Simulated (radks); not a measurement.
Values are calculated unless marked as measured or tabulated.
Ionisation of the tantalum ion Ta+, [Xe] 4f14 5d3 6s1, to Ta2+, [Xe] 4f14 5d3, under several functionals. Scalar-relativistic Kohn-Sham, spin-polarised, spherical densities, finite nucleus; open shells are filled with parallel spins first (spin-orbit coupling, left out, can overturn this in heavy ions); a radial shooting solver on a logarithmic mesh with Libxc functionals.

functional,E(Ta+) (hartree),Exc (hartree),IE (eV),-e(HOMO) (eV),<r> HOMO (bohr),IE error (eV)
"LDA (Slater exchange, Perdew-Wang correlation)",-15592.8347,-305.7633,15.940,11.493,2.091,-0.260
revPBE,-15602.4098,-315.3376,15.605,11.301,2.089,-0.595
exchange-only r2SCAN,-15599.3944,-311.1344,15.092,10.761,2.111,-1.108
RPBE,-15602.5451,-315.4733,15.586,11.297,2.089,-0.614
OLYP,-15607.7019,-320.8588,15.328,11.194,2.071,-0.872

NIST Atomic Spectra Database: 16.2 eV (semi-empirical). Closest: LDA (Slater exchange, Perdew-Wang correlation). The Delta-SCF values span 0.85 eV, the total energies 14.87 hartree. The highest occupied level is 5d. Open shells are spherical and high-spin; term and fine-structure splittings are not resolved. Spin-orbit splitting is averaged out at the scalar-relativistic level.
